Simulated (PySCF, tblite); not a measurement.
Compound: C5H10FNSi2.
Structure used (GFN2-xTB), in Å, numbered top down from 1:
```
atom  x, y, z in Å
N1    -1.1913   -2.9115    0.3895
C2    -1.1151   -1.7792    0.5570
C3    -1.0391   -0.3730    0.7344
Si4   -2.6818    0.2684    1.4749
Si5   -0.5739    0.4355   -0.9454
C6     1.0048   -0.3642   -1.6010
C7     2.2503   -0.1981   -1.1806
C8     2.7033    0.6888   -0.0677
F9     1.6585    1.2706    0.6088
H10   -0.2398   -0.1666    1.4493
H11   -3.7728   -0.0016    0.5407
H12   -2.9231   -0.4143    2.7470
H13   -2.5283    1.7066    1.6883
H14   -0.4772    1.8827   -0.7709
H15   -1.6284    0.1158   -1.9169
H16    0.8611   -1.0541   -2.4221
H17    3.0797   -0.7222   -1.6423
H18    3.2781    0.1175    0.6721
H19    3.3252    1.5082   -0.4509
```

Theory: PBE0/pcSseg-1 in PySCF (dipole) on a GFN2-xTB geometry, gas phase.

Masses are those of the commonest isotopes; rigid-rotor values at the optimised geometry. The values belong to one conformer with, in the numbering `[N:1]#[C:2][C@H:3]([SiH3:4])[SiH2:5]/[CH:6]=[CH:7]\[CH2:8][F:9]`, C2–C3–Si5–C6 -54°, C3–Si5–C6–C7 -74°, C6–C7–C8–F9 6°.

(1) Give the principal moments of inertia and the rotational constants in MHz.

(2) Classify the top.

(3) What does the inertial defect say?

(4) List the rotational levels J(Ka,Kc) to J = 2 (cm⁻¹).

(5) Which lines would a microwave search look for?

(6) Estimate the classical rotational partition function at 10 K, 25 K and 100 K.

Answers

(1) Ia = 302.80, Ib = 716.74, Ic = 820.89 u·Å²; 505379 MHz·u·Å²/I gives A = 1669, B = 705.1, C = 615.6 MHz.

(2) An asymmetric top; Ray's κ = -0.830.

(3) Not planar: Δ = Ic − Ia − Ib = -198.64 u·Å². For a rigid frame Δ = −2 Σ m c², so Σ m c² = 99.32 u·Å² lies off the ab plane: 17.71 from hydrogen and 81.61 from heavier atoms. The atom farthest from that plane is 2.36 Å away.

(4) Above 0(0,0):
J = 1: 1(0,1) 0.0441, 1(1,1) 0.0762, 1(1,0) 0.0792
J = 2: 2(0,2) 0.1320, 2(1,2) 0.1613, 2(1,1) 0.1703, 2(2,1) 0.2667, 2(2,0) 0.2669
The levels of one J sum to (2J + 1)J(J + 1)(A + B + C)/3.

(5) The dipole components are |μa| = 3.43 D, |μb| = 2.75 D, |μc| = 0.25 D. Intensities carry the squares of the components, which stand as 1.00 : 0.64 : 0.01 (a : b : c). Some lines, for components of 0.1 D or more:

```tsv
type	branch	J(Ka,Kc)	MHz	lower level (cm⁻¹)
b	R	4(2,2) ← 3(3,1)	319	0.567
c	Q	1(1,1) ← 1(0,1)	964	0.044
a	R	1(0,1) ← 0(0,0)	1321	0.000
b	Q	2(2,1) ← 2(1,2)	3160	0.161
b	Q	3(2,2) ← 3(1,3)	3298	0.289
a	R	3(1,2) ← 2(1,1)	4093	0.170
b	R	3(1,3) ← 2(0,2)	4705	0.132
c	Q	3(3,1) ← 3(2,1)	5017	0.400
a	R	4(3,2) ← 3(3,1)	5294	0.567
a	R	4(1,3) ← 3(1,2)	5449	0.307
c	R	2(2,0) ← 1(1,0)	5629	0.079
b	R	4(1,4) ← 3(0,3)	5859	0.263
b	R	3(2,1) ← 2(1,2)	7152	0.161
c	R	4(2,3) ← 3(1,3)	8576	0.289
c	R	3(3,0) ← 2(2,0)	9003	0.267
c	R	3(3,1) ← 2(2,1)	9009	0.267
c	R	4(3,1) ← 3(2,1)	10313	0.400
b	R	4(4,1) ← 3(3,0)	12344	0.567
c	R	4(4,0) ← 3(3,0)	12344	0.567
```

(6) Point group C1, symmetry number σ = 1; q = (√π/σ)·√((kT/h)³/(ABC)), k/h = 20836.6 MHz/K: 6260 at 10 K, 24800 at 25 K, 198000 at 100 K.

Its GFN2-xTB frequencies are all real (lowest 18 cm⁻¹). Zero-point vibration and centrifugal distortion are left out. A rigid rotor knows nothing of internal rotation, which can split or shift real lines. Quadrupole hyperfine structure (14N) is left out.

On an Arm Neoverse N1 with one thread (shared host), this took 1.7 min wall (grids of density and orbitals included) and 1.0 GiB of memory at its peak. This is the PBE0/pcSseg-1 job that gave the dipole, with the shieldings it also computed.
